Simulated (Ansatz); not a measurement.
Input file for Ansatz (a first-principles code): R-r2SCAN/def2-TZVPP on HNaO (SMILES [OH][Na]), atoms moved off the minimum.

Ansatz 0.2 input:
```yaml
crystal:
  periodic: [false, false, false]
  atoms:
    - {symbol: Na, position_ang: [0.21359833, -0.03452128, -0.67509684]}
    - {symbol: O, position_ang: [-0.06805662, -0.08218920, 0.92153329]}
    - {symbol: H, position_ang: [-0.02999203, -0.03236385, 1.95082897]}
basis:
  gaussian:
    orbitals: def2-TZVPP
hamiltonian:
  xc: {name: r2SCAN}
scf: {lower_state_search: off}
output: {forces: true}
```

Output:

```
WARN ansatz: RAYON_NUM_THREADS=1 ignored (pool sized by the plan → 1); use --threads N
Functional definition: r2SCAN
these checks for a lower state are left out or cut short: stability, starts, cluster_reference, orbital_swaps, neighbouring_geometries, increment
integrals: 0.02 GiB planned
487 factors; their error is unknown
mean field: 0.16 GiB planned
mean field evaluation 1: about -6467.7693 eV, gradient 7.6e1 eV
mean field evaluation 2: about -6320.4801 eV, gradient 1.7e2 eV
mean field evaluation 4: about -6477.6126 eV, gradient 7.2e0 eV
mean field evaluation 8: about -6477.7127 eV, gradient 1.2e-1 eV
mean field evaluation 16: about -6477.7127 eV, gradient 3.9e-6 eV
mean field -6477.71270631 eV, -238.0515512056 hartree, gradient 4.0e-6 eV, S^2 0.000000; 0 other end points of the search recorded, 0 dependent functions left out
the calculation of the forces begins
reference -6477.71272617 eV, -238.0515519353 hartree; 10, 10 occupied and 67, 67 virtual orbitals, 487 factors
Total energy: -6477.71272617 eV, -238.0515519353 hartree
Atom 0 at     0.213598    -0.034521    -0.675097 Å, force     1.298799     0.192876    -8.135603 eV/Å
Atom 1 at    -0.068057    -0.082189     0.921533 Å, force    -0.972692     0.034678    11.233714 eV/Å
Atom 2 at    -0.029992    -0.032364     1.950829 Å, force    -0.326107    -0.227554    -3.098111 eV/Å
Dipole moment:     0.229726     0.047295    -1.060748 e Å
Checks for a lower state left out: stability, starts, cluster_reference, orbital_swaps, neighbouring_geometries, increment
```

The run converged.

Cost: around 1.1 core-seconds (rough).
